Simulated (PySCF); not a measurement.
C₃H₈Si₂, SMILES C#C[Si@H]([SiH3])C. Coordinates come from a PBE0-D3(BJ)/def2-SVP optimisation. The structure was generated by enumeration; whether it is a known compound was not checked.

Q: Give the equilibrium geometry at PBE0-D3(BJ)/def2-SVP (PySCF confirms it by a frequency run) as bond lengths and angles. (An estimate is asked for; the answer gives what the named calculation found.)

A: 
Atoms: C1 C2 Si3 C4 Si5 H6 H7 H8 H9 H10 H11 H12 H13. Bond lengths (Å): C1–C2 1.218, C1–H6 1.076, C2–Si3 1.840, Si3–C4 1.880, Si3–Si5 2.347, Si3–H7 1.496, C4–H8 1.101, C4–H9 1.100, C4–H10 1.101, Si5–H11 1.496, Si5–H12 1.495, Si5–H13 1.498. Bond angles (°): C2–C1–H6 179.7, C1–C2–Si3 178.0, C2–Si3–C4 110.1, C2–Si3–Si5 107.1, C2–Si3–H7 108.1, C4–Si3–Si5 111.5, C4–Si3–H7 110.4, Si5–Si3–H7 109.6, Si3–C4–H8 110.5, Si3–C4–H9 110.5, Si3–C4–H10 110.5, H8–C4–H9 108.3, H8–C4–H10 108.5, H9–C4–H10 108.5, Si3–Si5–H11 109.6, Si3–Si5–H12 110.8, Si3–Si5–H13 110.4, H11–Si5–H12 108.9, H11–Si5–H13 108.4, H12–Si5–H13 108.7.
Charge 0, spin multiplicity 1.
